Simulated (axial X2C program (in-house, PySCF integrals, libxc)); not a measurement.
## Ionising GeS

Computed with an axial X2C code built on PySCF integrals, spin-free (one-electron X2C) or two-component (2c: spin–orbit coupling with atomic mean-field Coulomb and Gaunt terms, which also bring small scalar terms), in Dyall basis sets with cores contracted in-house; open shells are unrestricted.

Basis sets: Ge dyall-cv3z, S dyall-av3z. Frozen shells (counts by l): GeS Ge 3s2p1d, S 2s1p, 10 electrons correlated; GeS⁺ Ge 3s2p1d, S 2s1p, 9 electrons correlated. Coupled cluster in natural virtuals with an MP2 remainder. Where the outer core of a metal is frozen, bonds come out longer and ionisation energies lower.

```tsv
Hamiltonian	level	GeS state	Re (Å)	ωe (cm⁻¹)	De (eV)
spin-free	HF	M_S = 0, Λ = 0	1.994	626.5	3.19
spin-free	PBE0	M_S = 0, Λ = 0	2.011	586.4	5.58
spin-free	MP2	M_S = 0, Λ = 0	2.031	569.8	5.68
2c	HF	Ω = 0	1.995	625.9	n/a
2c	PBE0	Ω = 0	2.012	585.9	n/a
2c	MP2	Ω = 0	2.032	569.5	n/a
2c	CCSD	Ω = 0	2.022	586.1	n/a
2c	CCSD(T)	Ω = 0	2.036	561.9	n/a
```

Adiabatic ionisation energy (minimum to minimum, no zero-point term) and constants of GeS⁺:

| Hamiltonian | level | GeS⁺ state | IE (eV) | Re (Å) | ωe (cm⁻¹) | De (eV) | fragments |
| --- | --- | --- | --- | --- | --- | --- | --- |
| spin-free | HF | M_S = 1/2, Λ = 1 | 8.66 | 2.158 | 473.4 | 1.93 | Ge+ + S |
| spin-free | PBE0 | M_S = 1/2, Λ = 1 | 9.96 | 2.167 | 456.5 | 3.54 | Ge+ + S |
| spin-free | MP2 | M_S = 1/2, Λ = 1 | 10.09 | 2.171 | 461.5 | 3.34 | Ge+ + S |
| 2c | HF | Ω = 3/2 | 8.63 | 2.158 | 473.1 | n/a | Ge+ + S |
| 2c | PBE0 | Ω = 3/2 | 9.92 | 2.167 | 455.9 | n/a | Ge+ + S |
| 2c | MP2 | Ω = 3/2 | 10.05 | 2.171 | 460.8 | 3.22 | Ge+ + S |
| 2c | CCSD | Ω = 3/2 | 9.74 | 2.173 | 457.6 | 3.08 | Ge+ + S |
| 2c | CCSD(T) | Ω = 3/2 | 9.89 | 2.183 | 447.1 | 3.24 | Ge+ + S |

Task: Add the zero-point terms to the ionisation energy at CCSD(T), 2c, and say whether the electron removed was bonding.

Result: IE0 = IE + (ωe⁺ − ωe)/2 = 9.89 + (-0.007) = 9.88 eV. Re changes by 0.147 Å, so the bond lengthens, as on loss of a bonding electron.

Each entry is the lowest single determinant of a limited PBE0 search at one distance. De goes to single-determinant-based atoms at the same level (for ions the charge split of lowest energy) and is withheld (n/a) where an atom does not fit its ground term or J level. Main or longest-lived isotopes. One determinant is a doubtful description, or other states lie close, for GeS⁺; these need not be ground states, and all values refer to the states named. The functionals have no current term, which raises determinants with orbital currents.
